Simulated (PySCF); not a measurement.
Excitations are Tamm–Dancoff values on a coarser integration grid. The basis has no diffuse functions, so Rydberg states are missing or too high.

Z-matrix (Å, degrees):
```
C
H 1 1.1009
O 1 1.4089 2 109.11
C 3 1.4081 1 113.81 2 50.69
H 4 1.0900 3 107.05 1 -178.37
H 4 1.0934 5 109.79 3 121.38
H 4 1.0987 5 108.77 6 118.61
N 1 1.4335 2 107.77 3 -118.93
H 8 1.0140 1 109.89 2 60.80
H 8 1.0149 9 107.10 1 -118.77
N 1 1.4395 2 107.74 3 118.42
H 11 1.0123 1 109.71 2 60.90
H 11 1.0148 12 107.89 1 -119.21
```
Charge 0, multiplicity 1.

Q: Predict the S1 excitation (TDA), T1 excitation (TDA), HOMO–LUMO gap, HOMO, total energy, dipole moment, LUMO and S1–T1 gap (TDA) from PySCF with ωB97X-D3(BJ)/def2-TZVP // PBE0-D3(BJ)/def2-TZVP.

A: 
The S1 excitation (TDA) is 7.38 eV and the T1 excitation (TDA) comes out as 7.04 eV. The HOMO–LUMO gap is 12.82 eV and the HOMO is -9.80 eV. The total energy is -265.9465 Ha, the dipole moment is 0.27 D and the LUMO is 3.02 eV. The S1–T1 gap (TDA) is 0.34 eV.
